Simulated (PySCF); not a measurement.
## Worked example: refractive index and permittivity of the vapour

C4H5NS2, SMILES n1c(C)c(sc1)S.

Geometry: r2SCAN-D4/def2-SVP. The values are those of a single conformer.

PBE/def2-TZVP run with PySCF gives a mean static polarisability of 90.7 bohr³ and a dipole moment of 0.94 D. Take an ideal gas at 298.15 K and 0.01 bar, whether or not the substance is that volatile.

Q: Work out n − 1 in the optical limit and the static ε − 1.

A: 
Polarisability volume α' = 90.7 × 0.148185 = 13.44 Å³. Number density N = p/kT = 2.43e-7 Å⁻³.
Dilute limit of Lorentz–Lorenz: n − 1 = 2π N α' = 2.1e-5.
Orientation term of Debye: μ²/(3kT) = 8.098 Å³ × μ²(D²) = 7.16 Å³.
ε − 1 = 4π N (α' + μ²/3kT) = 6.3e-5. Orientation of the dipole supplies 35 % of the static response; it can't follow optical fields. Vibrational polarisation and dispersion are left out.
